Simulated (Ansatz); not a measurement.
Geometry optimisation, RKS PBE/def2-SVP in Ansatz 0.2.0.

Input:

```yaml
crystal:
  periodic: [false, false, false]
  atoms:
    - { symbol: B, position_ang: [-1.7637, 0.6027, -0.0588] }
    - { symbol: C, position_ang: [-0.6495, 0.5632, -1.1414] }
    - { symbol: Ga, position_ang: [-0.38617, 2.43519, -1.93444] }
    - { symbol: C, position_ang: [-0.6896, 3.94337, -1.38153] }
    - { symbol: F, position_ang: [-0.78263, 2.18028, -3.21695] }
    - { symbol: H, position_ang: [-1.5674, 0.9799, 1.0391] }
    - { symbol: H, position_ang: [-2.9101, 0.539, -0.4104] }
    - { symbol: H, position_ang: [-0.59126, -0.41645, -1.68426] }
    - { symbol: H, position_ang: [0.28078, 0.81155, -0.6646] }
    - { symbol: H, position_ang: [-0.53963, 4.95538, -1.67983] }
    - { symbol: H, position_ang: [-1.73895, 3.85539, -0.86135] }
    - { symbol: H, position_ang: [0.03769, 3.66688, -0.56296] }
basis:
  gaussian: { orbitals: def2-SVP }
hamiltonian:
  xc: pbe
relax:
  f_tol: 0.015
  max_steps: 40
output:
  orbitals: {}
```

Command:

```bash
$ ansatz run input.yaml --threads 2 --pin off --max-ram 3072MiB --backend cpu --events-out ev --progress --plain --runs-dir out
```

Task: Where does it end, and by what steps?

Result: It converged. The force dipped under the threshold on the way, but the program's further checks kept it going. After 23 steps the energy has fallen by 8.295 eV; H11 moved furthest, 0.88 Å. The start is strongly strained (largest force component 33 eV/Å), so its close contacts needn't be bonds. Parted: Ga3–H12.

```csv
step,energy less start (eV),largest force component (eV/Å),accepted
0,0.0000,33.029,yes
1,-5.3350,11.407,yes
2,-7.4692,3.596,yes
3,-8.1520,0.482,yes
4,-8.2610,0.251,yes
5,-8.2786,0.190,yes
6,-8.2838,0.112,yes
7,-8.2845,0.138,yes
8,-8.2893,0.100,yes
9,-8.2902,0.182,yes
10,-8.2915,0.084,yes
11,-8.2919,0.052,yes
12,-8.2924,0.082,yes
13,-8.2922,0.154,no
14,-8.2935,0.045,yes
15,-8.2939,0.072,yes
16,-8.2943,0.057,yes
17,-8.2948,0.032,yes
18,-8.2950,0.045,yes
19,-8.2944,0.092,no
20,-8.2952,0.016,yes
21,-8.2952,0.015,yes
22,-8.2953,0.014,yes
23,-8.2953,0.011,yes
```

```xyz
12
Properties=species:S:1:pos:R:3
B -1.768 0.363 -0.099
C -0.517 0.488 -0.965
Ga -0.871 2.293 -1.785
C -0.559 4.134 -1.183
F -1.487 2.132 -3.450
H -1.800 0.852 1.019
H -2.787 -0.140 -0.543
H -0.423 -0.162 -1.856
H 0.448 0.667 -0.445
H 0.084 4.655 -1.920
H -1.533 4.663 -1.147
H -0.088 4.173 -0.183
```

Whether the end is a true minimum wasn't checked by a vibrational analysis.

Time of the run: 110 s on 2 threads of Arm Neoverse N1 (shared host), peak memory 0.18 GiB.
